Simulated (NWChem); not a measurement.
System meant: InO, doublet; SMILES [In]=[O]

Input file for NWChem:

```
start job
memory heap 200 mb stack 900 mb global 1100 mb
geometry units angstroms noautoz
  In     0.000000     0.000000    -0.310426
  O      0.000000     0.000000     1.639112
end
basis spherical
  * library def2-svp
end
ecp
  In library def2-ecp
end
dft
  odft
  mult 3
  xc xpbe96 cpbe96
  iterations 150
  mulliken
end
task dft energy
```

End of the output:

```
 Summary of "ao basis" -> "" (spherical)
 ------------------------------------------------------------------------------
       Tag                 Description            Shells   Functions and Types
 ---------------- ------------------------------  ------  ---------------------
 *                          def2-svp                  on all atoms

 Summary of "ao basis" -> "ao basis" (spherical)
 ------------------------------------------------------------------------------
       Tag                 Description            Shells   Functions and Types
 ---------------- ------------------------------  ------  ---------------------
 In                         def2-svp                10       26   4s4p2d
 O                          def2-svp                 6       14   3s2p1d

 Summary of "ao basis" -> "ao basis" (spherical)
 ------------------------------------------------------------------------------
       Tag                 Description            Shells   Functions and Types
 ---------------- ------------------------------  ------  ---------------------
 In                         def2-svp                10       26   4s4p2d
 O                          def2-svp                 6       14   3s2p1d

      Symmetry analysis of basis
      --------------------------

        a1         16
        a2          0
        b1          3
        b2          3
        e          18

  number of electrons :                   29
  multiplicity        :                    3
 ------------------------------------------------------------------------
  no. of electrons and multiplicity not compatible                  29
 ------------------------------------------------------------------------
 ------------------------------------------------------------------------
  current input line :
    20: task dft energy
 ------------------------------------------------------------------------
 ------------------------------------------------------------------------
 There is an error in the input file
 ------------------------------------------------------------------------
 For more information see the NWChem manual at https://nwchemgit.github.io

0: no. of electrons and multiplicity not compatible:Received an Error in Communication
```

Task: Find the fault in this run and fix the input.

Result: The program refused the input. Cause: the multiplicity doesn't fit the number of electrons (an even count wants an odd multiplicity, and the reverse). This input runs:
```
start job
memory heap 200 mb stack 900 mb global 1100 mb
geometry units angstroms noautoz
  In     0.000000     0.000000    -0.310426
  O      0.000000     0.000000     1.639112
end
basis spherical
  In library def2-svp
  O library def2-svp
end
ecp
  In library def2-ecp
end
dft
  odft
  mult 2
  xc xpbe96 cpbe96
  iterations 150
  mulliken
end
task dft energy
```
It converges to -265.16881 Ha (PBE/def2-SVP with def2 effective core potentials on In, spin-unrestricted).
